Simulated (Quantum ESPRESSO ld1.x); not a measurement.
Ce XVII, 42 electrons, occupied as [Kr] 4d6.

All-electron calculation, Dirac Kohn-Sham, relativistic LDA (MacDonald-Vosko exchange, VWN5 correlation), spin-unpolarised, spherical densities, point nucleus; open shells are shared between the two j in proportion to 2j + 1. Program: ld1.x of Quantum ESPRESSO 7.5.

Energy parts (hartree):
total: -8753.05
kinetic: 9368.67
electron-nucleus: -20772.19
Hartree: 2827.20
exchange-correlation: -176.73

Orbitals (lengths in bohr, moments of r in powers of bohr):
orbital  occ.  eigenvalue (hartree)      <r>      <r^2>  <1/r>  small-component weight
1s1/2       2              -1482.75  0.02467  0.0008270  63.10                4.58e-02
2s1/2       2              -248.665   0.1050    0.01308  14.89                9.96e-03
2p1/2       2              -235.806  0.08814   0.009575  14.88                1.00e-02
2p3/2       4              -219.556  0.09432    0.01083  13.48                9.41e-03
3s1/2       2              -63.4911   0.2784    0.08866  5.389                3.07e-03
3p1/2       2              -58.0079   0.2678    0.08331  5.308                3.02e-03
3p3/2       4              -54.7887   0.2798    0.09071  4.960                2.85e-03
3d3/2       4              -45.1546   0.2503    0.07384  4.833                2.74e-03
3d5/2       6              -44.4569   0.2540    0.07593  4.744                2.69e-03
4s1/2       2              -22.0617   0.6151     0.4256  2.331                1.04e-03
4p1/2       2              -19.9565   0.6259     0.4436  2.246                9.82e-04
4p3/2       4              -19.1774   0.6482     0.4753  2.136                9.33e-04
4d3/2     2.4              -15.6544   0.6706     0.5152  1.975                8.21e-04
4d5/2     3.6              -15.5036   0.6774     0.5254  1.949                8.09e-04

The highest occupied level is 4d5/2 at -421.87 eV. For comparison, the ionisation energy in NIST's Atomic Spectra Database is 435 eV (theoretical). In exact Kohn-Sham theory the highest level is minus the ionisation energy, but local and semilocal functionals leave it too shallow, through self-interaction and a potential that decays too fast; potentials with the right tail come closer.

Beside tabulated values, note that spin-unpolarised runs miss the spin-polarisation part of the exchange energy of open shells.
